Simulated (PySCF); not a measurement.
Match the calculated data to a structure.

All candidates are C6H11BO2.

| technique | computed result |
| --- | --- |
| Triplet | lowest triplet excitation (Tamm–Dancoff): 4.83 eV [TDA wB97X-D/def2-SVPD] |
| 1H NMR | chemical shifts (computed TMS as zero) by class: 2.83 (2 H), 1.21 (9 H) ppm [GIAO PBE0/pcSseg-1] |
| NMR, other nuclei | isotropic shieldings of nuclei other than C and H, by class: 81 (1 B), 209 (2 O) ppm [GIAO PBE0/pcSseg-1] |
| Rotational structure | rotational constants A, B, C: 3.153, 0.675, 0.633 GHz [PBE0-D3(BJ)/def2-SVP] |
| Dipole | 1.37 D [wB97X-D/def2-SVPD] |
| 13C NMR | chemical shifts (computed TMS as zero) by class: 115.9 (1 C), 83.7 (1 C), 32.5 (3 C), 28.3 (1 C) ppm [GIAO PBE0/pcSseg-1] |

Gas-phase values; electronic properties from PySCF, density fitting. Levels stand in brackets. The structure is a single PBE0-D3(BJ)/def2-SVP conformer in the gas phase; no vibrational or solvent corrections. Each NMR value is the plain mean over a class of atoms that symmetry, rotation or inversion makes alike.

Question: Which candidate is it?
A. `CC(C)C1=CO[BH2-][O+]=C1`
B. `CC(C)C1=[O+][BH2-]OC=C1`
C. `CC(C)(C)C#CB(O)O`
D. `C=C(C)C1COBOC1`

Answer: C. It is `CC(C)(C)C#CB(O)O`. Numbering: `[CH3:1][C:2]([CH3:3])([CH3:4])[C:5]#[C:6][B:7]([OH:8])[OH:9]`. 6 carbons fall into 4 classes; from least to most shielded: alkyne carbon [C5] (115.9 ppm), alkyne carbon [C6] (83.7 ppm), methyl carbon [C1/C3/C4] (32.5 ppm, 3 C), propargylic carbon [C2] (28.3 ppm). Hydrogen classes from least to most shielded: 2 H on 2 boron-bound oxygens, O8/O9 (2.83 ppm), 9 H on 3 methyl carbons, C1/C3/C4 (1.21 ppm, a mean of values up to 0.6 ppm apart in this geometry). The other shieldings belong to: 81 ppm, three-coordinate boron [B7]; 209 ppm, boron-bound oxygen [O8/O9]. By its constants the optimised geometry is an asymmetric top.

The others, at the same levels:
- `C=C(C)C1COBOC1` fails: it has 5 carbon classes against 4; its computed 13C shifts are 151.3 (1 C), 117.5 (1 C), 66.5 (2 C), 44.3 (1 C), 25.7 (1 C) ppm, 1H shifts are 5.16 (1 H), 4.77 (1 H), 4.12 (1 H), 4.04 (2 H), 3.65 (2 H), 2.08 (1 H), 1.85 (3 H) ppm and smallest rotational constant is 0.925 GHz (against 0.633 GHz).
- `CC(C)C1=[O+][BH2-]OC=C1` fails: it has 5 carbon classes against 4; its computed 13C shifts are 207.6 (1 C), 185.6 (1 C), 101.8 (1 C), 40.0 (1 C), 21.7 (2 C) ppm, 1H shifts are 7.68 (1 H), 5.54 (1 H), 3.72 (2 H), 2.30 (1 H), 1.14 (6 H) ppm and rotational constant A is 3.290 GHz (against 3.153 GHz).
- `CC(C)C1=CO[BH2-][O+]=C1` fails: its computed 13C shifts are 186.4 (2 C), 126.3 (1 C), 29.6 (1 C), 26.2 (2 C) ppm, 1H shifts are 7.72 (2 H), 3.75 (2 H), 1.96 (1 H), 1.15 (6 H) ppm and smallest rotational constant is 0.984 GHz (against 0.633 GHz).

Each candidate is one conformer, not necessarily the lowest. Dipoles, sizes and rotational constants follow the conformer. The torsions of the flexible species, by atom-mapped SMILES:
- `[CH3:1][C:2]([CH3:3])([CH3:4])[C:5]#[C:6][B:7]([OH:8])[OH:9]`: H–O8–B7–C6 180°, H–O9–B7–C6 180°
- `[CH3:1][CH:2]([CH3:3])[C:4]1=[O+:5][BH2-:6][O:7][CH:8]=[CH:9]1`: C1–C2–C4–O5 134°
- `[CH3:1][CH:2]([CH3:3])[C:4]1=[CH:5][O:6][BH2-:7][O+:8]=[CH:9]1`: C1–C2–C4–C5 -106°

The conformers of `C=C(C)C1COBOC1` aren't listed.
